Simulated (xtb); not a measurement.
Te(Br)(OSiH3) (BrH3OSiTe), SMILES O([SiH3])[Te]Br. All values are semi-empirical tight-binding results from xtb (GFN2-xTB unless named), good for trends rather than for accurate numbers. Geometry optimised at GFN2-xTB. This is a generated structure with no PubChem entry under its InChIKey; it may be hypothetical. The values are those of a single conformer.

Optimised geometry:

Bond lengths (Å): Te1–Br2 2.449, Te1–O3 1.962, O3–Si4 1.633, Si4–H5 1.463, Si4–H6 1.452, Si4–H7 1.460. Angles (°): Br2–Te1–O3 96.1, Te1–O3–Si4 130.5, O3–Si4–H5 109.0, O3–Si4–H6 97.5, O3–Si4–H7 109.0, H5–Si4–H6 115.1, H5–Si4–H7 109.9, H6–Si4–H7 115.4.
Charge 0, spin multiplicity 1.

Computed properties:
```
Property                                        Value
--------------------------------------  -------------
orbital gap                                   2.99 eV
zero-point energy                       17.9 kcal/mol
G − E(el) at 298.15 K (modified RRHO)   -3.8 kcal/mol
static polarisability (D4 model)           94.8 bohr³
solvation energy, GFN2-xTB/ALPB(water)  -0.4 kcal/mol
solvation energy, GFN2-xTB/ALPB(dmf)    -6.5 kcal/mol
```

Question: Give the atomic charges and the Wiberg bond orders between heavy atoms. (An estimate is asked for; the answer gives what the named calculation found.)

Answer: charges (e) Te1 0.21, Br2 -0.03, O3 -0.46, Si4 0.54, H5 -0.09, H6 -0.08, H7 -0.08. Bond orders Te1–Br2 1.33, Te1–O3 1.08, O3–Si4 1.04.
